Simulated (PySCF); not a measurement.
Simulated absorption spectrum

C5H8FNO.
SMILES: `C=C(F)NC(=O)CC`

Computed with TDDFT PBE0/def2-SVPD, vertical, gas phase, core orbitals frozen in the response in PySCF. Geometry: GFN2-xTB, one conformer, isolated molecule. Torsions of this conformer, `[CH2:1]=[C:2]([F:3])[NH:4][C:5](=[O:6])[CH2:7][CH3:8]`: C1–C2–N4–C5 0°, C2–N4–C5–O6 0°, N4–C5–C7–C8 180°.

Each state is given a Gaussian of 0.5 eV full width at half maximum, with ε(max) = 2.175×10⁸ f / Δν̃ (Δν̃ the width in cm⁻¹). The width is an assumption, not a result. The curve ends short of the highest state used, and states not computed would add to its high-energy end.

```
E (eV)  ε (L mol⁻¹ cm⁻¹)
  4.69                 0
  4.74                 0
  4.78                 0
  4.82                 1
  4.87                 2
  4.91                 4
  4.95                 7
  5.00                17
  5.04                31
  5.08                56
  5.13               114
  5.17               196
  5.21               326
  5.26               592
  5.30               919
  5.34              1381
  5.39              2193
  5.43              3054
  5.47              4111
  5.52              5675
  5.56              7062
  5.60              8486
  5.64              9844
  5.69             11279
  5.73             12087
  5.77             12504
  5.82             12414
  5.86             11864
  5.90             10947
  5.95              9425
  5.99              8040
  6.03              6626
  6.08              4960
  6.12              3789
  6.16              2801
  6.21              1838
  6.25              1270
  6.29               856
  6.34               511
  6.38               341
  6.42               239
  6.47               183
  6.51               183
  6.55               217
```

Q: Where are the band maxima, and which computed states make them?

A: 214 nm (5.79 eV), ε about 13000, made up of S2 (100%) (ε in L mol⁻¹ cm⁻¹; maxima over ε = 5, shares over 10%). At its high-energy end, 6.55 eV, the curve is still rising (ε about 220, from S4). The states used: S1 5.44 eV (f 0.0006); S2 5.79 eV (f 0.232); S3 6.16 eV (f 0.0019); S4 6.97 eV (f 0.020); S5 7.15 eV (f 0.016); S6 7.15 eV (f 0.0061).

Q: Coming from long wavelengths, where does ε first pass 100 L mol⁻¹ cm⁻¹?

A: At about 242 nm (5.12 eV), 0.32 eV below S1.

Q: On this curve, what absorbance would a 10⁻⁵ mol/L sample give at 222 nm over a 1 cm path?

A: 222 nm is 5.585 eV, where ε is about 7900 L mol⁻¹ cm⁻¹, so A = ε c l ≈ 0.079 (Beer–Lambert, with the gas-phase spectrum and the assumed width).

Q: Does any computed singlet lie in the visible range?

A: No computed singlet lies in the visible range (380 to 750 nm); the lowest, at 228 nm, stands 2.18 eV above its violet end (3.26 eV).

On one thread, AMD EPYC 7R43 (x86_64), no GPU, shared host, this took 40 s wall and 0.92 GiB of memory at its peak.
